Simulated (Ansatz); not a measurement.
Abridged output of a molecular run in Ansatz:

```
Functional definition: HF
1136 factors; integrals over basis functions are off by at most 5.3e-4 eV
mean field evaluation 1: about -48986.2305 eV, gradient 4.7e1 eV
mean field evaluation 2: about -48986.2783 eV, gradient 4.7e1 eV
mean field evaluation 4: about -48990.3387 eV, gradient 2.2e0 eV
mean field evaluation 8: about -48990.3635 eV, gradient 1.6e-1 eV
mean field -48990.36363485 eV, -1800.3626567195 hartree, gradient 2.6e-6 eV, S^2 0.000000; 0 other end points of the search recorded, 0 dependent functions left out
24 core orbitals not correlated: weight in the atoms' cores, before any rotation towards them, 1.000 or more for the frozen orbitals, at most 0.000 for the correlated occupied ones
reference -48990.36363485 eV, -1800.3626567195 hartree; 24, 24 occupied and 80, 80 virtual orbitals, 1136 factors
second order -30.58875914 eV of doubles, -0.00000000 eV of singles
cycle   1  -30.79257291 eV  change   -2.0e-1 eV  update   1.1e-1
cycle   2  -31.31157472 eV  change   -5.2e-1 eV  update   3.0e-2
cycle   3  -31.44821081 eV  change   -1.4e-1 eV  update   1.5e-2
cycle   4  -31.44276411 eV  change    5.4e-3 eV  update   2.6e-3
cycle   5  -31.43951575 eV  change    3.2e-3 eV  update   1.0e-3
cycle   6  -31.43953660 eV  change   -2.1e-5 eV  update   2.6e-4
cycle   7  -31.43944848 eV  change    8.8e-5 eV  update   7.8e-5
cycle   8  -31.43939528 eV  change    5.3e-5 eV  update   2.2e-5
perturbative correction -0.47941932 eV, -0.0176183352 hartree
Total energy: -49022.28244945 eV, -1801.5356515209 hartree
```

Its atoms:

Cartesian coordinates in Å:
```
F 0.800 1.829 1.682
Al -0.335 1.082 0.783
Cl -2.315 1.654 0.723
F 0.320 0.728 -0.859
Al 0.491 -1.062 -0.726
F 2.069 -1.461 -0.632
Cl -0.881 -2.064 -1.893
F -0.148 -0.706 0.922
```

Which basis set was used?
A. def2-TZVPP
B. cc-pV(Q+d)Z
C. def2-SVP
D. def2-QZVPP

C. It gives 128 functions.

Write the keys of the input that set method, charge and spin (a neutral closed shell needs none for the last two).


```yaml
correlation: {method: ccsd_t}
```
